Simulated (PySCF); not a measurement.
# Ionisation energy along the 40-electron series

Calculated with PySCF 2.14 and a two-component X2C-1e Hamiltonian (Gaussian nucleus, no Breit or QED terms), each ion in its own even-tempered basis scaled to its charge; GMP2 freezes [Ar] 3d10 and drops the highest virtual spinors. Values in eV. NIST values: (m) measured, (s) semi-empirical, (t) theoretical.

| ion | configuration | GHF (screened spin-orbit) | NIST |
| --- | --- | --- | --- |
| Nd²⁰⁺ | [Kr] 4d4 | 600.81 | 602 ± 4 (t) |
| Sm²²⁺ | [Kr] 4d4 | 701.09 | 702 ± 4 (t) |

Question: Fill in the row of Pm²¹⁺.

Answer: configuration: [Kr] 4d4; GHF (screened spin-orbit): 650.07; NIST: 651 ± 4 (t).
